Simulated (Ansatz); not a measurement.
Two isomers of C3H12AlN: A = `C[NH2+][AlH-]([CH3])[CH3]`, B = `C[N+](C)(C)[AlH3-]`.

Program: Ansatz. Geometries: PBE0-D4/def2-TZVP. ΔE: electronic, gas phase. CCSD(T)/CBS adds triple-zeta CCSD(T) − MP2 to the extrapolated MP2 energy (def2 sets, frozen cores). DFT in def2-TZVPP. B3LYP here is the variant with VWN-RPA as its local correlation; programs differ in this. Each species was taken in one conformer, which may not be the lowest.

(1) Which is lower in electronic energy at CCSD(T)/CBS, and by how much? (An estimate is asked.)

(2) Give E(B) − E(A) in kJ/mol with CCSD(T)/def2-TZVPP, MP2/def2-TZVPP, B2PLYP, r2SCAN-D4, LDA (SPW92), HF/def2-TZVPP, B3LYP-D4. (An estimate is asked.)

Largest T1 diagnostic: 0.009.

Results:

(1) Computed: A, by 108.0 kJ/mol.

(2) Ansatz gave: CCSD(T)/def2-TZVPP 103.5, MP2/def2-TZVPP 106.8, B2PLYP 113.3, r2SCAN-D4 115.3, LDA (SPW92) 93.0, HF/def2-TZVPP 103.5, B3LYP-D4 108.9. None reverses the order clearly.

The D4 term adds −9.5 kJ/mol with B3LYP and −4.5 kJ/mol with PBE0; it sums over pairs of atoms, weighted by their polarisabilities, and B3LYP, whose exchange is more repulsive, gets the larger term. Leaving LDA and LC-ωPBE aside and taking each functional with its dispersion term where it has one, the values, not all of them listed here, spread over 19.4 kJ/mol, from B97M-V to r2SCAN-D4. LDA lies −24.7 kJ/mol from PBE without D4.
